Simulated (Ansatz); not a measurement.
# Energy profile

The step: GeH₄ + PH₃ → GePH₅ ([PH2][GeH3]) + H₂; bonds formed: Ge1–P7, H2–H6; bonds broken: Ge1–H2, H6–P7 (atoms numbered as in the saddle structure below).

Ge1  (-0.871, 0.783, -0.292)
H2  (-0.701, -1.082, -0.326)
H3  (-1.526, 0.722, -1.694)
H4  (-1.928, 0.825, 0.821)
H5  (-0.084, 2.111, -0.293)
H6  (-0.024, -1.616, 0.301)
P7  (1.107, -0.557, 0.759)
H8  (2.461, -0.472, 1.293)
H9  (1.565, -0.714, -0.569)
(Å)

Electronic energies by CCSD(T) at an estimated basis limit (MP2 extrapolated from triple and quadruple zeta, plus CCSD(T) − MP2 in triple zeta), on PBE0-D4/def2-TZVP structures; GePH$_{7}$, closed shell; no counterpoise correction. Computed with Ansatz 0.2.0 (basis: def2-TZVPP and def2-QZVPP); correlated methods freeze the cores. Filled d shells of the heavier atoms are correlated. The def2 sets are not built for correlating such inner shells, so the correlated values are less sure here. Extrapolation: Hartree–Fock as exp(−7.88 √X), correlation as X^−2.97.

**Question.** Give the profile in kJ/mol, counted from the separated reactants. (An estimate is asked for; the value comes from the calculation.)

**Answer.** The calculation gives:
```
                                                                                                          point  kJ/mol
                       separated: GeH$_{4}$ (Ge1, H2, H3, H4, H5; singlet) + PH$_{3}$ (H6, P7, H8, H9; singlet)     0.0
                                                                                                start structure    -5.0
                                                                                                         saddle   263.7
                                                                                                  end structure    -6.3
separated: GePH$_{5}$ (linked as [PH2][GeH3]; Ge1, H3, H4, H5, P7, H8, H9; singlet) + H$_{2}$ (H2, H6; singlet)    -3.9
```

The T1 diagnostic stays at or below 0.014.

For scale, one of the runs: CCSD(T)/def2-TZVPP, 188 basis functions, launched by `ansatz run in.yaml --threads 2 --pin off --events-out ev --progress --plain --max-ram 4352MiB`. The run took 53 s on 2 CPU threads of an Arm Neoverse V1 (shared host), with 1.9 GiB of host memory at its peak.
